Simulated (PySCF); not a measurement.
C2H8BN, SMILES NBCC.

Geometry: B3LYP-D3(BJ)/def2-SVP. One conformer was computed; it need not be the lowest.

Two levels are set side by side: TDA-PBE/def2-SVPD (PySCF) and TDA-LC-ωPBE/def2-SVPD (PySCF). Vertical, same geometry. The lowest singlet is HOMO→LUMO 99 % with PBE and HOMO→LUMO+1 61 %, HOMO→LUMO+2 19 % with the other functional; states are paired by order. Differences are taken from unrounded values.

| quantity | TDA-PBE |
|---|---|
| lowest singlet excitation (eV) | 6.59 |
| lowest triplet excitation (TDA) (eV) | 5.93 |
| first bright state (f over 0.05) (eV) | 7.91 |
| its oscillator strength | 0.08 |

### Question
These are the TDA-PBE values. What does TDA-LC-ωPBE give? (An estimate is asked for; the answer gives what the named calculation found.)

### Answer

| quantity | TDA-LC-ωPBE | TDA-PBE minus TDA-LC-ωPBE |
|---|---|---|
| lowest singlet excitation (eV) | 7.40 | -0.81 |
| lowest triplet excitation (TDA) (eV) | 6.59 | -0.66 |
| first bright state (f over 0.05) (eV) | 8.66 | -0.76 |
| its oscillator strength | 0.16 | -0.09 |

Functionals without exact exchange tend to place singlet excitations lower, as here. Differences between two approximate levels are no errors against the true value.

Rough cost on one machine, each run with all the roots and properties that it gave: TDA-LC-ωPBE against TDA-PBE about 4 times.
